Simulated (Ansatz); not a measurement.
`[SiH3][SiH2]BCl` + CH₃NH₂ → `CNBCl` + disilane at 298.15 K and 1 bar (cleavage of the B–Si bond).

Isolated molecules relaxed with PBE0-D4/def2-TZVP in Ansatz; ΔE leaves out vibrations. CBS: MP2 limit from def2 TZ/QZ plus the TZ coupled-cluster correction, frozen cores. Each species was taken in one conformer, which may not be the lowest.

| species | CCSD(T)/CBS energy (Eh) | H − E (kJ/mol) | S (J/(mol·K)) |
| --- | --- | --- | --- |
| `[SiH3][SiH2]BCl` | -1066.34562 | 167.5 | 367.8 |
| CH₃NH₂ | -95.75281 | 180.0 | 240.4 |
| `CNBCl` | -580.41629 | 199.5 | 302.3 |
| `[SiH3][SiH3]` | -581.74359 | 143.7 | 274.2 |

H − E and S are ideal-gas, rigid-rotor, harmonic terms from PBE0-D4/def2-TZVP, for one conformer and one mirror image of each species. 1 Eh = 2625.50 kJ/mol, R = 8.31446 J/(mol·K).

Task: By hand: ΔE, ΔH, ΔS and ΔG.

Result: ΔE = (-580.41629) + (-581.74359) − (-1066.34562) − (-95.75281) = -0.06145 Eh = -161.3 kJ/mol. Δ(H − E) = 199.5 + 143.7 − 167.5 − 180.0 = -4.3, so ΔH = -165.6 kJ/mol. ΔS = 302.3 + 274.2 − 367.8 − 240.4 = -31.7 J/(mol·K). ΔG = -165.6 − 298.15 × (-31.7)/1000 = -156.1 kJ/mol.

Task: By hand: the equilibrium constant, and the temperature at which ΔG would vanish if ΔH and ΔS stayed fixed.

Result: log₁₀ K = −ΔG/(RT ln 10) = 27.3. ΔG = 0 at ΔH/ΔS = 5224 K, far beyond where these terms or the molecules hold.

ΔH outweighs TΔS. A doubt of 5 kJ/mol in ΔE shifts log₁₀ K by 0.9 here. Other conformers and mirror images would add mixing entropy, several J/(mol·K) or more a flexible species. Modes under 60 cm⁻¹, often nearly free rotors, make the harmonic entropy too high. These are equilibria of isolated gas molecules and say nothing of rates. Largest T1 diagnostic: 0.014 (customary marks: 0.02 for closed shells, 0.045 for open ones).
